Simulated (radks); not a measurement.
The numbers below are computed, except where a source is named.
Question: These are the eigenvalues of the occupied orbitals of an atom or ion with whole-number occupations (Ry). Level of theory: non-relativistic Kohn-Sham, PBE, spin-polarised, spherical densities, point nucleus (a radial shooting solver on a logarithmic mesh with Libxc functionals).

1s: -92.40171
2s: -5.84696
2p: -3.42913
3s: -0.34536

Which element is it, and in what charge state? The configuration may be excited. Open shells, if any, are filled with parallel spins first.

Answer: Z = 12, magnesium, charge 0: Mg in [Ne] 3s2. The list shows which subshells hold electrons but not how many an open one holds; the 1s level, -46.201 hartree, gives Z - s = 9.6 by -(Z - s)^2/2, which with screening narrows Z to a few neighbours, and the depths of the outer levels then fix element, charge and occupations together.
